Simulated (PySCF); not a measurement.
Al(H)2(SH) (AlH3S), SMILES [AlH2][SH]. Atoms are numbered in the order given.

```xyz
5

Al    -0.0048     1.1163     0.0000
H      1.3773     1.8791     0.0000
H     -1.4192     1.8218     0.0000
S      0.0847    -1.0630     0.0000
H     -1.2516    -1.2051     0.0000
```
Charge 0, spin multiplicity 1.

Geometry: PBE0-D3(BJ)/def2-TZVP.

The numbers are results of B3LYP/pcJ-1 in PySCF, not measurements.

Isotropic couplings with Fermi-contact, spin-dipole and both spin-orbit terms, one fixed conformer, no vibrational averaging. Isotopes: 1H.

Problem. Estimate the spin–spin coupling constants. (An estimate is asked for; the answer gives what the named calculation found.)

Solution. 
```tsv
pair	bonds apart	J (Hz)
H2–H3	2	49.1
H2–H5	3	5.6
H3–H5	3	5.4
```
